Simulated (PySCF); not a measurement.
C₂H₈O₂Si, SMILES O(C)[Si@@H](C)O. Atoms are numbered in the order given.

```xyz
13

C      1.3277    -0.8288     1.3692
O      1.2756    -0.1107     0.1689
Si    -0.1336     0.3564    -0.5826
C     -1.2696    -1.0818    -0.8913
O     -0.9982     1.4165     0.3690
H      0.7439    -0.3423     2.1717
H      0.9485    -1.8610     1.2522
H      2.3751    -0.8929     1.7024
H      0.3397     1.0128    -1.8319
H     -2.1523    -0.7626    -1.4660
H     -0.7554    -1.8730    -1.4581
H     -1.6261    -1.5104     0.0583
H     -0.5711     2.2572     0.5576
```
Charge 0, spin multiplicity 1.

Coordinates come from a PBE0-D3(BJ)/def2-SVP optimisation. The structure was generated by enumeration; whether it is a known compound was not checked. One conformer was computed; it need not be the lowest.

Two levels are set side by side: PBE/pcSseg-1 (PySCF) and HF/pcSseg-1 (PySCF). GIAO shifts against H2O (¹⁷O), TMS (²⁹Si), TMS (¹H), TMS (¹³C) at the same level; non-relativistic, no solvent, atoms listed together averaged. Differences are taken from unrounded values.

```csv
quantity,HF
δ(¹³C) of C1 (ppm),47.5
δ(¹⁷O) of O2 (ppm),7.7
δ(²⁹Si) of Si3 (ppm),-16.6
δ(¹³C) of C4 (ppm),-1.5
δ(¹⁷O) of O5 (ppm),34.8
δ(¹H) of H9 (ppm),4.38
δ(¹H) of H13 (ppm),1.97
```

### Question
What does PBE give, and how far is it from HF? (An estimate is asked for; the answer gives what the named calculation found.)

### Answer

```csv
quantity,PBE,PBE minus HF
δ(¹³C) of C1 (ppm),53.3,5.9
δ(¹⁷O) of O2 (ppm),55.0,47.3
δ(²⁹Si) of Si3 (ppm),-8.9,7.7
δ(¹³C) of C4 (ppm),-2.9,-1.4
δ(¹⁷O) of O5 (ppm),63.4,28.7
δ(¹H) of H9 (ppm),5.26,0.87
δ(¹H) of H13 (ppm),1.53,-0.43
```

Rough cost on one machine, each run with all the roots and properties that it gave: HF against PBE within a factor of 2.
